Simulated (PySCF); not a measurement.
Computed structure and properties of [Er(NH3)4]3+

System: [Er(NH3)4]3+ (singlet in the valence; each metal's 4f electrons, 11 of them, lie in its core potential, out of spins and levels); start: template (C2v). Method: PySCF 2.14.0, RKS TPSS, Er lcecp-1-SVP with ECP57, N def2-SVP, H def2-SVP; non-relativistic Hamiltonian with scalar-relativistic core potentials where named; density fitting; no spin-orbit coupling.

Input of the relaxation:

```python
mol = gto.M(atom='''
Er     0.00000     0.00000    -0.00000
N      1.43330     1.43330     1.43330
H      1.27960     1.27960     2.42990
H      2.42990     1.27960     1.27960
H      1.27960     2.42990     1.27960
N     -1.43330    -1.43330     1.43330
H     -1.27960    -1.27960     2.42990
H     -2.42990    -1.27960     1.27960
H     -1.27960    -2.42990     1.27960
N      1.43330    -1.43330    -1.43330
H      2.04640    -2.04640    -0.89620
H      0.89620    -2.04640    -2.04640
H      2.04640    -0.89620    -2.04640
N     -1.43330     1.43330    -1.43330
H     -2.04640     2.04640    -0.89620
H     -0.89620     2.04640    -2.04640
H     -2.04640     0.89620    -2.04640''',
    basis={'Er': 'lcecp-1-SVP', 'N': 'def2-SVP', 'H': 'def2-SVP'},
    ecp={'Er': 'lcecp-1-SVP'},
    charge=3, spin=0)
mf = dft.RKS(mol, xc='TPSS')
mf.grids.atom_grid = (50, 194)  # f atoms: unpruned, at least (60, 302)
mf = mf.density_fit()  # fitting sets: Er AutoAux, N def2-universal-JKFIT, H def2-universal-JKFIT
mf.conv_tol = 1e-08; mf.max_cycle = 55
mf.kernel(dm0)  # dm0: converged density of the start geometry
# quasi-Newton relaxation in Cartesian coordinates to a largest gradient under 0.00045 Eh/bohr, steps kept in the point group
```

Run from Python with OMP_NUM_THREADS=4; the lines above give its settings. Where DIIS fails, smearing, a level shift and second-order steps follow.
It took 98 s on 4 threads of Intel(R) Xeon(R) Processor @ 2.70GHz, with other jobs on the host, from the converged density of the start.

Course of the relaxation:

```tsv
step	energy above end (eV)	largest force component within the symmetry (eV/Å)
0	0.1951	1.030
1	0.0376	0.362
2	0.0067	0.078
3	0.0029	0.046
4	0.0007	0.022
5	0.0001	0.015
6	0.0000	0.007
7	0.0000	0.007
```

Relaxed geometry (C2v):

```xyz
17

Er    0.0000    0.0000    0.0060
N     1.3992    1.3992    1.3957
H     1.2777    1.2777    2.4226
H     2.4249    1.2736    1.2679
H     1.2736    2.4249    1.2679
N    -1.3992   -1.3992    1.3957
H    -1.2777   -1.2777    2.4226
H    -2.4249   -1.2736    1.2679
H    -1.2736   -2.4249    1.2679
N     1.3952   -1.3952   -1.3946
H     2.0383   -2.0383   -0.8876
H     0.8852   -2.0363   -2.0374
H     2.0363   -0.8852   -2.0374
N    -1.3952    1.3952   -1.3946
H    -2.0383    2.0383   -0.8876
H    -0.8852    2.0363   -2.0374
H    -2.0363    0.8852   -2.0374
```

| contact | Å |
| --- | --- |
| Er1–N2 (NH3) | 2.418 |
| Er1–N6 (NH3) | 2.418 |
| Er1–N10 (NH3) | 2.420 |
| Er1–N14 (NH3) | 2.420 |

On the finer grid (75, 302):

```
HOMO                                                          : -22.15 eV
LUMO                                                          : -15.20 eV
Dipole about the centre of mass                               : 0.02 D
Set of Mulliken populations of Er1 outside the core potential : s 2.34, p 6.25, d 0.88, f 0.03
D3(BJ) dispersion energy (not in the energies)                : -0.370 eV
```

```json
{"atom": "Er1", "Mulliken (e)": "1.51", "Löwdin (e)": "1.12", "spin (e)": "0.00"}
{"atom": "N2", "Mulliken (e)": "-0.34", "Löwdin (e)": "-0.01", "spin (e)": "0.00"}
{"atom": "H3", "Mulliken (e)": "0.24", "Löwdin (e)": "0.16", "spin (e)": "0.00"}
{"atom": "H4", "Mulliken (e)": "0.24", "Löwdin (e)": "0.16", "spin (e)": "0.00"}
{"atom": "H5", "Mulliken (e)": "0.24", "Löwdin (e)": "0.16", "spin (e)": "0.00"}
{"atom": "N6", "Mulliken (e)": "-0.34", "Löwdin (e)": "-0.01", "spin (e)": "0.00"}
{"atom": "H7", "Mulliken (e)": "0.24", "Löwdin (e)": "0.16", "spin (e)": "0.00"}
{"atom": "H8", "Mulliken (e)": "0.24", "Löwdin (e)": "0.16", "spin (e)": "0.00"}
{"atom": "H9", "Mulliken (e)": "0.24", "Löwdin (e)": "0.16", "spin (e)": "0.00"}
{"atom": "N10", "Mulliken (e)": "-0.34", "Löwdin (e)": "-0.01", "spin (e)": "0.00"}
{"atom": "H11", "Mulliken (e)": "0.24", "Löwdin (e)": "0.16", "spin (e)": "0.00"}
{"atom": "H12", "Mulliken (e)": "0.24", "Löwdin (e)": "0.16", "spin (e)": "0.00"}
{"atom": "H13", "Mulliken (e)": "0.24", "Löwdin (e)": "0.16", "spin (e)": "0.00"}
{"atom": "N14", "Mulliken (e)": "-0.34", "Löwdin (e)": "-0.01", "spin (e)": "0.00"}
{"atom": "H15", "Mulliken (e)": "0.24", "Löwdin (e)": "0.16", "spin (e)": "0.00"}
{"atom": "H16", "Mulliken (e)": "0.24", "Löwdin (e)": "0.16", "spin (e)": "0.00"}
{"atom": "H17", "Mulliken (e)": "0.24", "Löwdin (e)": "0.16", "spin (e)": "0.00"}
```

The 4f levels lie in the core potential and are missing. Their spin isn't counted.

No frequency check is given for this geometry.

Taking off one NH3 (charge 0, singlet; the rest: singlet) in vacuum, both parts rigid, costs 3.59 eV; the small basis without counterpoise inflates it. Parting with an electron moved from the ligand to the metal can be far cheaper, even downhill.

Rigid scan of NH3 along the line from its metal:

(distance to N2 (Å), energy (eV)): (2.12, 0.460), (2.22, 0.177), (2.32, 0.038), (2.42, 0.000), (2.52, 0.030), (2.62, 0.105), (2.82, 0.333)

One start shape was tried, so this needn't be the lowest isomer.

An lcecp potential fixes the number of 4f electrons, so in runs with it no electron can move into or out of that shell.
